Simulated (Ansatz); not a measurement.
`C[Se][Se][SiH3]` + arsine → `C[Se][AsH2]` + `[SiH3][SeH]` at 600 K and 1 bar (ligand exchange at the Se–Se bond).

Computed with Ansatz on PBE0-D4/def2-TZVP structures; ΔE is electronic, products minus reactants. CCSD(T)/CBS adds triple-zeta CCSD(T) − MP2 to the extrapolated MP2 energy (def2 sets, frozen cores). For As, Se outer-core shells are correlated without core-valence functions, which leaves a few kJ/mol of doubt a bond. Scalar relativity is left out up to krypton. One conformer a species, not always the lowest.

```tsv
species	CCSD(T)/CBS energy (Eh)	H − E (kJ/mol)	S (J/(mol·K))
`C[Se][Se][SiH3]`	-5132.18229	231.2	471.8
`[AsH3]`	-2236.79077	81.6	254.3
`C[Se][AsH2]`	-4676.77761	189.4	407.9
`[SiH3][SeH]`	-2692.20088	124.0	341.5
```

H − E and S are ideal-gas, rigid-rotor, harmonic terms from PBE0-D4/def2-TZVP, for one conformer and one mirror image of each species. 1 Eh = 2625.50 kJ/mol, R = 8.31446 J/(mol·K).

By hand: ΔE, ΔH, ΔS and ΔG.

ΔE = (-4676.77761) + (-2692.20088) − (-5132.18229) − (-2236.79077) = -0.00543 Eh = -14.3 kJ/mol. Δ(H − E) = 189.4 + 124.0 − 231.2 − 81.6 = 0.6, so ΔH = -13.7 kJ/mol. ΔS = 407.9 + 341.5 − 471.8 − 254.3 = 23.3 J/(mol·K). ΔG = -13.7 − 600 × (23.3)/1000 = -27.7 kJ/mol.

By hand: the equilibrium constant, and the temperature at which ΔG would vanish if ΔH and ΔS stayed fixed.

log₁₀ K = −ΔG/(RT ln 10) = 2.4. ΔH and −TΔS have one sign here, so there is no such temperature.

TΔS isn't small against ΔH here. A doubt of 5 kJ/mol in ΔE shifts log₁₀ K by 0.4 here. Other conformers and mirror images would add mixing entropy, several J/(mol·K) or more a flexible species. These are equilibria of isolated gas molecules and say nothing of rates. Largest T1 diagnostic: 0.011 (customary marks: 0.02 for closed shells, 0.045 for open ones).
